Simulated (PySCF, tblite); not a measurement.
Isomers of C5H12N2Si, one GFN2-xTB conformer each. Single-point energies are computed at PBE0/pcSseg-1 (PySCF, gas phase, no added dispersion term), electronic only.

```json
{"SMILES": "C[SiH](C)N1CCC=N1", "GFN2-xTB relative energy (kcal/mol)": "18.2"}
{"SMILES": "C[Si@]1(N)NCC12CC2", "GFN2-xTB relative energy (kcal/mol)": "24.7"}
{"SMILES": "CC1=NN([SiH3])C[C@H]1C", "GFN2-xTB relative energy (kcal/mol)": "0.0"}
{"SMILES": "C/N=C/[C@@H]1CN[SiH2]C1", "GFN2-xTB relative energy (kcal/mol)": "11.8"}
```

Conformers: `[CH3:1][SiH:2]([CH3:3])[N:4]1[CH2:5][CH2:6][CH:7]=[N:8]1` with C1–Si2–N4–C5 47°; `[CH3:1][Si@:2]1([NH2:3])[NH:4][CH2:5][C:6]12[CH2:7][CH2:8]2` with C1–Si2–N3–H -30° and -176°; `[CH3:1]/[N:2]=[CH:3]/[C@@H:4]1[CH2:5][NH:6][SiH2:7][CH2:8]1` with N2–C3–C4–C5 -123°, C3–C4–C5–N6 -78°, C4–C5–N6–Si7 -30°, C5–N6–Si7–C8 9°, N6–Si7–C8–C4 15°.

Q: What does PBE0/pcSseg-1 give for the same structures?

A: 
```tsv
SMILES	PBE0/pcSseg-1 E (Eh)	PBE0/pcSseg-1 (kcal/mol)	GFN2-xTB (kcal/mol)	point group
C[Si@]1(N)NCC12CC2	-596.23727	0.0	24.7	C1
C[SiH](C)N1CCC=N1	-596.21597	13.4	18.2	C1
C/N=C/[C@@H]1CN[SiH2]C1	-596.20860	18.0	11.8	C1
CC1=NN([SiH3])C[C@H]1C	-596.19199	28.4	0.0	C1
```

GFN2-xTB puts CC1=NN([SiH3])C[C@H]1C lowest instead; measured from each level's own lowest isomer, the values differ by up to 28.4 kcal/mol (CC1=NN([SiH3])C[C@H]1C: 0.0 against 28.4). As drawn, the lowest has a three-membered ring, a four-membered ring and an N–H bond, which the highest lacks; the highest has a C=N bond and an N–N linkage, which the lowest lacks.

Q: Which frontier levels, dipoles and rotational constants go with these structures?

A: 
```tsv
SMILES	HOMO (eV, PBE0/pcSseg-1)	LUMO (eV)	dipole (D)	A, B, C (MHz)
C[Si@]1(N)NCC12CC2	-6.23	1.30	1.32	2371, 1387, 1289
C[SiH](C)N1CCC=N1	-5.77	0.56	1.92	3147, 1191, 926.7
C/N=C/[C@@H]1CN[SiH2]C1	-6.54	0.24	1.23	3485, 946.1, 901.9
CC1=NN([SiH3])C[C@H]1C	-5.68	0.59	2.19	3140, 1130, 896.8
```

Q: What happens when harmonic zero-point energies from GFN2-xTB frequencies are added?

A: 
```
                 SMILES  ZPE (kcal/mol)  electronic (kcal/mol)  with ZPE (kcal/mol)
     C[Si@]1(N)NCC12CC2           104.2                    0.0                  0.0
      C[SiH](C)N1CCC=N1           102.4                   13.4                 11.5
C/N=C/[C@@H]1CN[SiH2]C1           102.0                   18.0                 15.7
 CC1=NN([SiH3])C[C@H]1C           100.4                   28.4                 24.6
```

The zero-point energies span 3.8 kcal/mol. The order is unchanged.
